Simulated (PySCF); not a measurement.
# Electron correlation in Rh (rhodium, neutral)

[Kr] 4d7 5s2, high-spin 4F determinant (an excited configuration). All numbers are calculated (PySCF 2.14, the spin-free X2C one-electron Hamiltonian (Gaussian nucleus), in x2c-TZVPPall with one added diffuse shell each of s, p, d, f type (9s7p7d3f1g, 95 functions)). Frozen: [Kr]; 9 electrons correlated.

```tsv
level	correlation energy (mhartree)
CCSD	-235.66
(T)	-9.56
CCSD(T)	-245.22
```

Diagnostics: T1 = 0.022, D1 = 0.0808, largest double amplitude 0.059.

Cost of the coupled-cluster step: roughly 30 core-seconds, for 9 correlated electrons.

Iterations:

```
CC2 = 0
CCSD nocc = (np.int64(6), np.int64(3)), nmo = (77, 77)
frozen orbitals [[0, 1, 2, 3, 4, 5, 6, 7, 8, 9, 10, 11, 12, 13, 14, 15, 16, 17], [0, 1, 2, 3, 4, 5, 6, 7, 8, 9, 10, 11, 12, 13, 14, 15, 16, 17]]
max_cycle = 100
direct = 0
conv_tol = 1e-08
conv_tol_normt = 1e-06
diis_space = 8
diis_start_cycle = 0
Init t2, MP2 energy = -0.233550845529231
Init E_corr(UCCSD) = -0.233550845593047
cycle = 1  E_corr(UCCSD) = -0.230033589211593  dE = 0.00351725638  norm(t1,t2) = 0.0721367
cycle = 2  E_corr(UCCSD) = -0.233932751760838  dE = -0.00389916255  norm(t1,t2) = 0.0251012
cycle = 3  E_corr(UCCSD) = -0.235432646157145  dE = -0.0014998944  norm(t1,t2) = 0.0125151
cycle = 4  E_corr(UCCSD) = -0.235654163803117  dE = -0.000221517646  norm(t1,t2) = 0.00162182
cycle = 5  E_corr(UCCSD) = -0.235644334797527  dE = 9.82900559e-06  norm(t1,t2) = 0.000912834
cycle = 6  E_corr(UCCSD) = -0.235653344568247  dE = -9.00977072e-06  norm(t1,t2) = 0.00037775
cycle = 7  E_corr(UCCSD) = -0.235657997216641  dE = -4.65264839e-06  norm(t1,t2) = 0.000169895
cycle = 8  E_corr(UCCSD) = -0.235656495988749  dE = 1.50122789e-06  norm(t1,t2) = 6.6438e-05
cycle = 9  E_corr(UCCSD) = -0.23565638571028  dE = 1.10278469e-07  norm(t1,t2) = 2.73959e-05
cycle = 10  E_corr(UCCSD) = -0.235656474958844  dE = -8.92485635e-08  norm(t1,t2) = 1.07039e-05
cycle = 11  E_corr(UCCSD) = -0.235656533510584  dE = -5.85517405e-08  norm(t1,t2) = 4.08674e-06
cycle = 12  E_corr(UCCSD) = -0.235656502999836  dE = 3.05107482e-08  norm(t1,t2) = 1.20874e-06
cycle = 13  E_corr(UCCSD) = -0.235656503690507  dE = -6.90671215e-10  norm(t1,t2) = 5.01106e-07
UCCSD converged
E(UCCSD) = -4781.377169941738  E_corr = -0.2356565036905072
UCCSD(T) correction = -0.0095594631268577
```
